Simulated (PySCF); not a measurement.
Correlation energy of Hg⁺ (mercury, charge +1)

[Xe] 4f14 5d10 6p1, 2P determinant (an excited configuration). Calculation: PySCF 2.14, in x2c-TZVPPall with one added diffuse shell each of s, p, d, f type (12s8p8d4f1g, 113 functions); the spin-free X2C one-electron Hamiltonian (Gaussian nucleus). Frozen: [Xe] 4f14; 11 electrons correlated.

| level | correlation energy (mhartree) |
| --- | --- |
| CCSD | -316.92 |
| (T) | -10.68 |
| CCSD(T) | -327.60 |

Diagnostics: T1 = 0.014, D1 = 0.0555, largest double amplitude 0.036.

Is a single reference adequate?

Yes, within this model without spin-orbit coupling: T1 lies below 0.03 and no double amplitude reaches 0.07.
